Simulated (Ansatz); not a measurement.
Reactions of GaH₅O₂Si (`O[SiH2][GaH][OH]`).

Computed with Ansatz on PBE0-D4/def2-TZVP structures; ΔE is electronic, products minus reactants. CCSD(T)/CBS is the MP2 limit (def2-TZVPP, def2-QZVPP) plus CCSD(T) − MP2 in def2-TZVPP, frozen cores. This one scheme is used for every species. Functionals use def2-TZVPP. Elements past krypton have def2 core potentials. For Ga, I, In, Se outer-core shells are correlated without core-valence functions, which leaves a few kJ/mol of doubt a bond. Scalar relativity is left out up to krypton. Each species was taken in one conformer, which may not be the lowest.

```tsv
reaction	CCSD/CBS(def2) (kcal/mol)	r2SCAN-D4 (kcal/mol)	B2PLYP (kcal/mol)	HF/CBS(def2) (kcal/mol)
`O[SiH2][GaH][OH]` → `[OH][GaH][OH]` + `[SiH2]`	63.2	70.0	62.8	58.0
`O[SiH2][GaH][OH]` + H₂Se → `O[SiH2][SeH]` + `[OH][GaH2]`	-13.4	-12.7	-13.2	-16.7
`O[SiH2][GaH][OH]` + `S[SiH2]Cl` → `O[SiH2]S[SiH2]Cl` + `[OH][GaH2]`	-15.0	-15.0	-14.4	-17.1
`O[SiH2][GaH][OH]` + `[NH2][InH2]` → `[OH][GaH][NH][InH2]` + `O[SiH3]`	-11.5	-8.1	-10.9	-14.4
`O[SiH2][GaH][OH]` + H₂O → `[OH][GaH][OH]` + `O[SiH3]`	-12.3	-11.3	-14.0	-18.9
`O[SiH2][GaH][OH]` + H₂O → `O[SiH2]O` + `[OH][GaH2]`	-23.6	-22.9	-25.1	-31.5
`O[SiH2][GaH][OH]` + `PS` → `O[SiH2]PS` + `[OH][GaH2]`	-2.1	-2.6	-1.9	-3.2
`O[SiH2][GaH][OH]` + HI → `O[SiH2]I` + `[OH][GaH2]`	-19.6	-18.5	-19.1	-23.9
`O[SiH2][GaH][OH]` + `NBO` → `OBN[SiH2]O` + `[OH][GaH2]`	-10.5	-8.8	-10.1	-15.2
```

(1) Give the CCSD(T)/CBS values in the same order. (An estimate is asked.)

Largest T1 diagnostic: 0.016, for `[NH2][InH2]`.

## Answers

(1) Computed: 64.2, -13.2, -15.1, -11.4, -11.7, -22.7, -2.4, -19.2, -10.1 kcal/mol.
